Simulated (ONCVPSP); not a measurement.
# antimony (Sb): one change to an ONCV potential, before and after

antimony (Sb), optimised norm-conserving Vanderbilt (ONCV), made with ONCVPSP 4.0.1 (PBE, fully relativistic). Core [Ar] 3d10 4s2, reference 4p6 4d10 5s2 5p1.5 (charge +1.5). Waves: 5s: rc 1.80 bohr, ncon 4, nbas 8, qcut 3.4 1/bohr, 2 projectors, debl 0.5 Ha; 4p+5p: rc 1.20 bohr, ncon 5, nbas 10, qcut 9.1 1/bohr, 2 projectors; 4d: rc 1.35 bohr, ncon 3, nbas 8, qcut 9.5 1/bohr, 2 projectors, debl 1.6 Ha; f scattering state at 0.21 Ha: rc 1.35 bohr, ncon 4, nbas 7, qcut 9.2 1/bohr, 2 projectors, debl 1.4 Ha. Local part: polynomial inside 0.85 bohr (lpopt 5, dvloc0 0 Ha). Core correction: polynomial model core, fcfact 0.15.

Open shells are filled in proportion to 2j + 1.

In the s channel the program set the typed energies aside and used -0.916, 0.250 Ha. In the d channel the program set the typed energies aside and used -1.700, 0.250 Ha (j = l + 1/2; the other j can differ).

Change: d: qcut 7.6.

Cutoffs: the cutoffs (Ha) at which the residual kinetic energy of the hardest occupied pseudo-wave falls to 1 and 0.1 mHa per electron; they do not see the model core or the augmentation charge, which bear on the density cutoff. Errors are all-electron minus pseudo energies relative to the spin-unpolarised reference configuration.

Problem. What does the change do?

Solution. The potential gets harder (38 Ha and 162 Ha → 71 Ha and 180 Ha); both files keep a bound ghost (s); of the 4 tests that both files solve, the error grows in 0 and shrinks in 1 by more than 15 % and 0.3 meV (median size 0.8 → 0.5 meV); the range in which the d5/2 phases agree narrows (upper end at the end of the scan → 3.8); the range in which the d3/2 phases agree narrows (upper end at the end of the scan → 3.7).

| quantity | base | changed |
| --- | --- | --- |
| cutoff, loose | 38 Ha | 71 Ha |
| cutoff, tight | 162 Ha | 180 Ha |
| loose cutoff by channel | s 11 Ha, p 37 Ha, d 38 Ha | s 11 Ha, p 37 Ha, d 71 Ha |
| bound ghosts | s | s |
| GHOST(+) flags under 300 eV | s at 62.6 eV | s at 62.6 eV |
| error for 4p6 4d10 5s2 5p3, meV [ΔE -15.32 eV] | -1.6 | -1.8 |
| error for 4p6 4d10 5s2 5p2, meV [ΔE -6.98 eV] | -0.4 | -0.5 |
| error for 4p6 4d10 5s2 5p1, meV [ΔE 9.01 eV] | +0.1 | 0.0 |
| error for 4p6 4d10 5s1 5p0, meV [ΔE 77.74 eV] | +1.1 | +0.6 |
| s: phases at 1.83 bohr within 0.05 rad from the reference energy up to (Ha; the scan ends near 5) | 2.2 | 2.2 |
| p3/2: phases at 1.22 bohr within 0.05 rad from the reference energy up to (Ha; the scan ends near 5) | to the end of the scan | to the end of the scan |
| p1/2: phases at 1.22 bohr within 0.05 rad from the reference energy up to (Ha; the scan ends near 5) | to the end of the scan | to the end of the scan |
| d5/2: phases at 1.37 bohr within 0.05 rad from the reference energy up to (Ha; the scan ends near 5) | to the end of the scan | 3.8 |
| d3/2: phases at 1.37 bohr within 0.05 rad from the reference energy up to (Ha; the scan ends near 5) | to the end of the scan | 3.7 |
| f7/2: phases at 1.37 bohr within 0.05 rad from the reference energy up to (Ha; the scan ends near 5) | to the end of the scan | to the end of the scan |
| f5/2: phases at 1.37 bohr within 0.05 rad from the reference energy up to (Ha; the scan ends near 5) | to the end of the scan | to the end of the scan |
| rms error of d²Exc/dni dnj with the model core, mHa | 3.58 | 3.50 |

 A true bound ghost makes a file unfit for plane-wave use even where its test errors are small: the radial tests pick states by their node count and pass the ghost by.
